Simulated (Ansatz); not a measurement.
`Cl[SiH2]I` + CH₃SH → `CS[SiH2]I` + HCl at 298.15 K and 1 bar (ligand exchange at the Si–Cl bond).

Computed with Ansatz on PBE0-D4/def2-TZVP structures; ΔE is electronic, products minus reactants. CCSD(T)/CBS is the MP2 limit (def2-TZVPP, def2-QZVPP) plus CCSD(T) − MP2 in def2-TZVPP, frozen cores. This one scheme is used for every species. def2 core potentials past Kr. For I outer-core shells are correlated without core-valence functions, which leaves a few kJ/mol of doubt a bond. One conformer a species, not always the lowest.

```
    species  CCSD(T)/CBS energy (Eh)  H − E (kJ/mol)  S (J/(mol·K))
`Cl[SiH2]I`              -1047.58245            65.6          313.2
      CH₃SH               -438.22835           133.0          253.2
`CS[SiH2]I`              -1025.41950           171.0          362.3
        HCl               -460.38127            26.6          186.8
```

H − E and S are ideal-gas, rigid-rotor, harmonic terms from PBE0-D4/def2-TZVP, for one conformer and one mirror image of each species. 1 Eh = 2625.50 kJ/mol, R = 8.31446 J/(mol·K).

Task: By hand: ΔE, ΔH, ΔS and ΔG.

Result: ΔE = (-1025.41950) + (-460.38127) − (-1047.58245) − (-438.22835) = 0.01003 Eh = 26.3 kJ/mol. Δ(H − E) = 171.0 + 26.6 − 65.6 − 133.0 = -1.0, so ΔH = 25.3 kJ/mol. ΔS = 362.3 + 186.8 − 313.2 − 253.2 = -17.3 J/(mol·K). ΔG = 25.3 − 298.15 × (-17.3)/1000 = 30.5 kJ/mol.

Task: By hand: the equilibrium constant, and the temperature at which ΔG would vanish if ΔH and ΔS stayed fixed.

Result: log₁₀ K = −ΔG/(RT ln 10) = -5.3. ΔH and −TΔS have one sign here, so there is no such temperature.

ΔH outweighs TΔS. A doubt of 5 kJ/mol in ΔE shifts log₁₀ K by 0.9 here. Other conformers and mirror images would add mixing entropy, several J/(mol·K) or more a flexible species. These are equilibria of isolated gas molecules and say nothing of rates. Largest T1 diagnostic: 0.009 (customary marks: 0.02 for closed shells, 0.045 for open ones).
